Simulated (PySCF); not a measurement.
## Bi⁶⁰⁺: ionisation energy

Bi⁶⁰⁺ [Ar] 3d5 (6S) → Bi⁶¹⁺ [Ar] 3d4 (5D), as a difference of total energies. All numbers are calculated (PySCF 2.14, the spin-free X2C one-electron Hamiltonian (Gaussian nucleus), in an uncontracted even-tempered set (17 s from 16 bohr⁻², ratio 2.5; 13 p from 21 bohr⁻², ratio 2.5; 7 d from 21 bohr⁻², ratio 2.5; 4 f from 80 bohr⁻², ratio 2.7; 3 g from 120 bohr⁻², ratio 2.7)). Correlated levels: outer shells: [Ne] frozen; virtual orbitals above 40 to 60 times the deepest correlated orbital energy dropped. The calculations carry no spin-orbit coupling.

| method | ionisation energy (eV) |
| --- | --- |
| UHF | 6439.8 |
| LDA | 6434.3 |
| PBE | 6433.9 |
| PBE0 | 6435.8 |
| r2SCAN | 6436.8 |
| M06 | 6437.3 |
| TPSSh | 6433.5 |
| MP2 (outer shells) | 6440.0 |
| SCS-MP2 (outer shells) | 6439.5 |

Spin-orbit coupling is strong in these open shells (close to jj coupling). The scalar numbers leave it out and a first-order estimate fails, so it can dominate the gap to the real levels.

Breit and QED terms and the two-electron picture change are absent.

For comparison: 6358 ± 10 eV (theoretical estimate listed by NIST; NIST Atomic Spectra Database, ionization energies).
